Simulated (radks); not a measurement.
The carbon ion C2+ inside a hard spherical wall (all orbitals vanish at R), configuration held at [He] 2s2 and not refilled when levels cross. All-electron calculation, scalar-relativistic Kohn-Sham, LDA (Slater exchange, Perdew-Wang correlation), spin-polarised, spherical densities, finite nucleus; Fermi nuclear charge, rms radius 2.4702 fm. Program: a radial shooting solver on a logarithmic mesh with Libxc functionals. Eigenvalues in eV for spin up, with the zero of energy where the potential of the charges vanishes at infinity; a dash marks a level that is unbound or too diffuse for the functional's potential to be trusted. A positive occupied level is held by the wall or, in an anion where self-interaction has pushed it up, behind a barrier. The pressure on the wall is -dE/dV.

\begin{tabular}{lrrrrrrr}
R (bohr) & E (hartree) & kinetic (hartree) & e(1s) & e(2s) & e(2p, empty) & e(3s, empty) & pressure (GPa) \\ \hline
free & -36.14543 & 35.997 & -305.97 & -40.170 & -31.847 & -11.706 & 0 \\
20 & -36.14543 & 35.997 & -305.97 & -40.170 & -31.847 & -11.706 & < 0.0001 \\
12 & -36.14543 & 35.997 & -305.97 & -40.170 & -31.847 & -11.706 & < 0.0001 \\
10 & -36.14543 & 35.997 & -305.97 & -40.170 & -31.847 & -11.699 & < 0.0001 \\
7 & -36.14543 & 35.997 & -305.97 & -40.170 & -31.846 & -11.374 & 0.000119 \\
6 & -36.14542 & 35.997 & -305.97 & -40.169 & -31.845 & -10.671 & 0.00335 \\
5 & -36.14510 & 36.002 & -305.94 & -40.153 & -31.823 & -8.570 & 0.0899 \\
3 & -36.06803 & 36.504 & -303.78 & -38.155 & -29.652 & 19.971 & 50.9 \\
2 & -35.22709 & 39.625 & -293.90 & -22.900 & -16.356 & 111.94 & 1330 \\
1.5 & -32.83679 & 46.014 & -279.60 & 14.977 & 11.198 & 270.90 & 9260 \\
\end{tabular}
